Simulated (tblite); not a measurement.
C₅H₁₃NSi.
SMILES with atom numbers: `[CH2:1]=[N:2][SiH2:3][C@H:4]([CH3:5])[CH2:6][CH3:7]` (hydrogens: H8, H9 on C1; H10, H11 on Si3; H12 on C4; H13, H14, H15 on C5; H16, H17 on C6; H18, H19, H20 on C7)

Computed with GFN2-xTB (tblite), gas phase: L-BFGS steps from a force-field or distance-geometry start until the largest atomic force falls under 0.01 eV/Å.

The end geometry, which sets the zero of energy:
```
atom  x, y, z in Å
C1      2.1683    2.2428    0.6289
N2      1.3922    1.5933   -0.0999
Si3     1.3351   -0.0473   -0.6273
C4     -0.1883   -0.8903    0.1643
C5     -0.1885   -2.3683   -0.2224
C6     -1.5241   -0.2612   -0.2380
C7     -1.7363    1.1319    0.3382
H8      1.9656    3.2946    0.8189
H9      3.0655    1.8381    1.1063
H10     1.1671    0.0989   -2.0735
H11     2.5201   -0.8662   -0.3208
H12    -0.1095   -0.8327    1.2561
H13     0.7289   -2.8600    0.0929
H14    -1.0274   -2.8893    0.2395
H15    -0.2788   -2.4778   -1.3013
H16    -2.3340   -0.9117    0.1101
H17    -1.5895   -0.2176   -1.3277
H18    -1.6971    1.1033    1.4256
H19    -0.9657    1.8104   -0.0148
H20    -2.7087    1.5198    0.0419
```

Question: These geometries come from the run, each turned onto the end geometry. Order them by energy, lowest first.
A.
```
atom  x, y, z in Å
C1      2.1485    2.2517    0.6303
N2      1.3514    1.5667   -0.0336
Si3     1.3339   -0.0589   -0.6017
C4     -0.1964   -0.9123    0.1646
C5     -0.2041   -2.3886   -0.2312
C6     -1.5195   -0.2567   -0.2487
C7     -1.6972    1.1425    0.3294
H8      1.8785    3.2711    0.8904
H9      3.1234    1.9156    0.9806
H10     1.1400    0.0677   -2.0470
H11     2.5448   -0.8210   -0.2727
H12    -0.1254   -0.8586    1.2583
H13     0.6930   -2.8843    0.1302
H14    -1.0709   -2.9051    0.1825
H15    -0.2428   -2.4940   -1.3132
H16    -2.3522   -0.8858    0.0916
H17    -1.5839   -0.2089   -1.3401
H18    -1.5654    1.1247    1.4068
H19    -0.9713    1.8285   -0.0869
H20    -2.6893    1.5162    0.1072
```
B.
```
atom  x, y, z in Å
C1      2.1523    2.2552    0.6303
N2      1.3640    1.5739   -0.0550
Si3     1.3332   -0.0588   -0.6074
C4     -0.1987   -0.9008    0.1629
C5     -0.1996   -2.3758   -0.2298
C6     -1.5238   -0.2588   -0.2501
C7     -1.7042    1.1363    0.3292
H8      1.8834    3.2797    0.8850
H9      3.1213    1.9101    1.0095
H10     1.1514    0.0717   -2.0523
H11     2.5327   -0.8523   -0.2876
H12    -0.1337   -0.8434    1.2544
H13     0.6949   -2.8840    0.1238
H14    -1.0623   -2.8868    0.1969
H15    -0.2445   -2.4808   -1.3124
H16    -2.3420   -0.8969    0.0982
H17    -1.5888   -0.2245   -1.3400
H18    -1.5858    1.1106    1.4111
H19    -0.9599    1.8127   -0.0741
H20    -2.6950    1.5234    0.1043
```
C.
```
atom  x, y, z in Å
C1      2.3507    2.3470    0.5524
N2      1.4115    1.5597    0.3177
Si3     1.3486   -0.0579   -0.2973
C4     -0.2750   -0.9283    0.2014
C5     -0.2157   -2.3555   -0.3442
C6     -1.5955   -0.3031   -0.2676
C7     -1.8027    1.1143    0.2740
H8      2.1217    3.3686    0.8623
H9      3.4183    2.0997    0.4738
H10     1.3895    0.1083   -1.7485
H11     2.4278   -0.9594    0.1400
H12    -0.3292   -0.9840    1.2968
H13     0.6587   -2.8984    0.0094
H14    -1.1119   -2.9059   -0.0553
H15    -0.1737   -2.3364   -1.4321
H16    -2.4017   -0.9519    0.0998
H17    -1.6511   -0.3227   -1.3621
H18    -1.1963    1.2584    1.1661
H19    -1.5396    1.8841   -0.4475
H20    -2.8395    1.2741    0.5578
```
D.
```
atom  x, y, z in Å
C1      2.1583    2.2487    0.6279
N2      1.3750    1.5948   -0.0886
Si3     1.3311   -0.0460   -0.6191
C4     -0.1968   -0.8958    0.1624
C5     -0.1859   -2.3719   -0.2314
C6     -1.5320   -0.2628   -0.2351
C7     -1.7195    1.1375    0.3335
H8      1.9330    3.2867    0.8587
H9      3.0839    1.8580    1.0558
H10     1.1690    0.0773   -2.0684
H11     2.5175   -0.8589   -0.2979
H12    -0.1343   -0.8504    1.2559
H13     0.7256   -2.8581    0.1090
H14    -1.0371   -2.8925    0.2076
H15    -0.2436   -2.4863   -1.3120
H16    -2.3445   -0.9027    0.1271
H17    -1.6096   -0.2220   -1.3229
H18    -1.6501    1.1131    1.4198
H19    -0.9506    1.8049   -0.0455
H20    -2.6947    1.5370    0.0601
```
E.
```
atom  x, y, z in Å
C1      2.1911    2.3135    0.6116
N2      1.3688    1.5003    0.1507
Si3     1.3558   -0.0945   -0.4964
C4     -0.2168   -0.9415    0.1938
C5     -0.2560   -2.4000   -0.2463
C6     -1.5108   -0.2665   -0.2648
C7     -1.7158    1.1250    0.3232
H8      1.8423    3.3063    0.8914
H9      3.2578    2.1202    0.7577
H10     1.2874    0.1758   -1.9436
H11     2.5388   -0.9462   -0.2298
H12    -0.1853   -0.9263    1.2912
H13     0.6029   -2.9465    0.1307
H14    -1.1663   -2.8834    0.1081
H15    -0.2504   -2.4647   -1.3309
H16    -2.3563   -0.9121    0.0023
H17    -1.5006   -0.1873   -1.3548
H18    -1.3423    1.1950    1.3444
H19    -1.1769    1.8602   -0.2660
H20    -2.7724    1.3834    0.3247
```

Answer: D (0.004 eV), B (0.011 eV), A (0.019 eV), E (0.079 eV), C (0.168 eV).

In the order of the answer:

```
step  E above end (eV)  largest force (eV/Å)  rms force component (eV/Å)  rms distance from end (Å)  rms bond change (Å)  bond most changed (Å)
  66             0.004                  0.07                       0.021                      0.029                0.001          Si3–C4 +0.002
  60             0.011                  0.08                       0.027                      0.058                0.001           C1–H9 +0.002
  55             0.019                  0.27                       0.066                      0.070                0.003          C7–H20 -0.005
  39             0.079                  0.18                       0.061                      0.209                0.004         Si3–H10 +0.011
  27             0.168                  0.19                       0.064                      0.377                0.004           C6–C7 +0.009
```

What follows is the cost of the whole relaxation. Hardware: an Arm Neoverse V1 with one thread, on a shared host. Cost: 0.68 s wall.
